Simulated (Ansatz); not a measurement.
Born–Oppenheimer molecular dynamics of F4H2HfO (8 atoms, charge 0, multiplicity 1). It starts at the highest image of a converged band, a first-order saddle point between two minima.

Level of theory: RHF/def2-SVPD in Ansatz 0.2.0.

```yaml
ensemble: NVE (velocity Verlet)
time_step: 0.5 fs
steps_asked: 200
starting_velocities_drawn_for: 100 K
seed: 4700
```

First frame:

```xyz
8
Properties=species:S:1:pos:R:3
Hf -0.297 0.041 -0.177
F -0.468 0.785 1.908
F 1.460 -0.656 0.136
F -0.294 1.821 -0.886
F -0.878 -0.994 -1.688
O -1.896 -0.604 1.021
H -2.654 -1.159 1.057
H -1.341 0.136 1.853
```

How far do the bonds stretch over the last three quarters of this one trajectory? (Pairs bonded in most of those frames.)


```
  bond  mean (Å)  spread (Å)  shortest  longest
Hf1–F2     2.570       0.145      2.29     2.75
Hf1–F3     1.929       0.003      1.92     1.93
Hf1–F4     1.933       0.011      1.91     1.95
Hf1–F5     1.919       0.004      1.91     1.93
Hf1–O6     1.976       0.022      1.95     2.03
 F2–H8     0.912       0.008      0.90     0.93
 O6–H7     0.941       0.005      0.93     0.95
```

Mean temperature of the second half: 266 K. The conserved energy stayed within 0.014 meV per atom of its start (net change 0.009 meV per atom), so the integration is sound. The system heated up, since it started high on the potential surface and ran downhill. A run of 0.1 ps of so small a system gives no equilibrium averages. The orbitals stay closed-shell, which can raise the energy where a bond breaks towards radicals; this wasn't checked here.

Run time: 9.9 min on 4 threads of AMD EPYC 7R43 64-Core Processor (Zen 3) (shared host), peak memory 0.53 GiB.
